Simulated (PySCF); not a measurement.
```xyz
11

C      1.7928    -0.5387    -0.3183
Ga    -0.1178    -0.0477    -0.2335
C     -1.7148    -1.1724     0.1174
O     -0.4037     1.7121    -0.5305
H      2.1321    -0.9560     0.6307
H      1.9680    -1.2944    -1.0852
H      2.3935     0.3394    -0.5488
H     -2.3948    -1.1395    -0.7354
H     -1.4529    -2.2126     0.3054
H     -2.2610    -0.7944     0.9831
H     -1.3142     2.0120    -0.5040
```

Charge 0, multiplicity 1.

### Question
Give the Mulliken and meta-Löwdin atomic charges from PBE-D3(BJ)/def2-TZVP // M06-2X/def2-TZVP in PySCF.

### Answer

```json
[
 {"atom": "C1", "Mulliken (e)": "-0.54", "meta-Löwdin (e)": "-0.58"},
 {"atom": "Ga2", "Mulliken (e)": "0.47", "meta-Löwdin (e)": "0.73"},
 {"atom": "C3", "Mulliken (e)": "-0.54", "meta-Löwdin (e)": "-0.59"},
 {"atom": "O4", "Mulliken (e)": "-0.52", "meta-Löwdin (e)": "-0.69"},
 {"atom": "H5", "Mulliken (e)": "0.14", "meta-Löwdin (e)": "0.13"},
 {"atom": "H6", "Mulliken (e)": "0.14", "meta-Löwdin (e)": "0.13"},
 {"atom": "H7", "Mulliken (e)": "0.15", "meta-Löwdin (e)": "0.14"},
 {"atom": "H8", "Mulliken (e)": "0.14", "meta-Löwdin (e)": "0.13"},
 {"atom": "H9", "Mulliken (e)": "0.14", "meta-Löwdin (e)": "0.13"},
 {"atom": "H10", "Mulliken (e)": "0.14", "meta-Löwdin (e)": "0.13"},
 {"atom": "H11", "Mulliken (e)": "0.29", "meta-Löwdin (e)": "0.33"}
]
```
